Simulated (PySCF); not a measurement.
A species of formula C6H9O2P has this rotational fingerprint, computed with PBE0/pcSseg-1 in PySCF (dipole) on a GFN2-xTB geometry, gas phase:

| Item | Value |
| --- | --- |
| Rotational constants | A = 1922, B = 1241, C = 1113 MHz |
| Dipole components | \|μa\| = 1.87 D, \|μb\| = 3.44 D, \|μc\| = 0.00 D |
| Inertial defect | -215.80 u·Å² |
| κ | -0.68 |

Task: Which structure is it? (One computed conformer of each.)
A. `[CH3:1][P:2]([CH3:3])(=[O:4])[c:5]1[cH:6][cH:7][o:8][cH:9]1` with C1–P2–C5–C6 -55°
B. `[CH3:1][P:2]([CH2:3][OH:4])[c:5]1[cH:6][cH:7][o:8][cH:9]1` with C1–P2–C3–O4 178°, P2–C3–O4–H 58°, C1–P2–C5–C6 -140°
C. `[CH3:1][P:2]([CH2:3][OH:4])[c:5]1[cH:6][cH:7][cH:8][o:9]1` with C1–P2–C3–O4 49°, P2–C3–O4–H 68°, C1–P2–C5–C6 55°
D. `[O:1]=[P:2]1([CH2:3][OH:4])[CH:5]=[CH:6][CH2:7][CH:8]=[CH:9]1` with O1–P2–C3–O4 -48°, P2–C3–O4–H 44°, O1–P2–C5–C6 149°, C5–C6–C7–C8 -31°, C6–C7–C8–C9 31°, O1–P2–C9–C8 -150°
E. `[CH:1]#[C:2][P:3]1(=[O:4])[CH2:5][CH2:6][O:7][CH2:8][CH2:9]1` with C2–P3–C5–C6 -64°, P3–C5–C6–O7 -58°, C5–C6–O7–C8 70°, C6–O7–C8–C9 -70°
F. `[CH:1]#[C:2][CH2:3][P@@:4](=[O:5])([OH:6])[C:7](=[CH2:8])[CH3:9]` with C2–C3–P4–O5 72°, C3–P4–O6–H -140°, C3–P4–C7–C8 -81°

Result: E. It is C#CP1(=O)CCOCC1, an asymmetric top, point group Cs. The candidates at the same level (rigid rotor, commonest isotopes):

```csv
SMILES,A (MHz),B (MHz),C (MHz),μa (D),μb (D),μc (D),Δ (u·Å²),point group,rotor
C#CP1(=O)CCOCC1,1922,1241,1113,1.87,3.44,0.00,-215.80,Cs,asymmetric top
CP(CO)c1ccoc1,2228,1045,765.5,0.94,1.00,0.46,-49.96,C1,asymmetric top
CP(CO)c1ccco1,2396,1098,891.0,1.35,0.22,0.35,-104.05,C1,asymmetric top
CP(C)(=O)c1ccoc1,2712,947.8,873.6,1.15,4.06,0.00,-141.08,Cs,near-prolate asymmetric top
C#CC[P@@](=O)(O)C(=C)C,1646,1289,1020,0.37,1.26,2.21,-203.35,C1,asymmetric top
O=P1(CO)C=CCC=C1,2335,1103,1022,4.40,1.07,2.07,-179.89,C1,asymmetric top
```

`O=P1(CO)C=CCC=C1` has A 21 % too high; `CP(CO)c1ccoc1` has C 31 % too low; `CP(C)(=O)c1ccoc1` has A 41 % too high; `CP(CO)c1ccco1` has A 25 % too high; `C#CC[P@@](=O)(O)C(=C)C` has A 14 % too low. In the right answer the mirror of this Cs structure is the ab plane, so μc vanishes by symmetry. No structure here is proved a minimum.
